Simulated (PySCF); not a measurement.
## Electron correlation in N⁺ (nitrogen, charge +1)

[He] 2s1 2p2 3d1, one real determinant (an excited configuration). All numbers are calculated (PySCF 2.14, the spin-free X2C one-electron Hamiltonian (Gaussian nucleus), in aug-cc-pVTZ-DK). Frozen: 1s2; 4 electrons correlated.

```json
{"level": "CCSD", "correlation energy (mhartree)": "-27.23"}
{"level": "(T)", "correlation energy (mhartree)": "-1.81"}
{"level": "CCSD(T)", "correlation energy (mhartree)": "-29.04"}
```

Diagnostics: T1 = 0.0092, D1 = 0.0246, largest double amplitude 0.234.

Task: Is a single reference adequate?

Result: Not fully. The real determinant used has ⟨L²⟩ near 8 against 12 for a pure F term, so it mixes terms. The outer electron is Rydberg-like, and this basis confines it to a smaller radius and binds it less than a complete one would. A double-excitation amplitude exceeds 0.15, a sign of near-degeneracy.

The reference is one real determinant that mixes LS terms of this configuration.
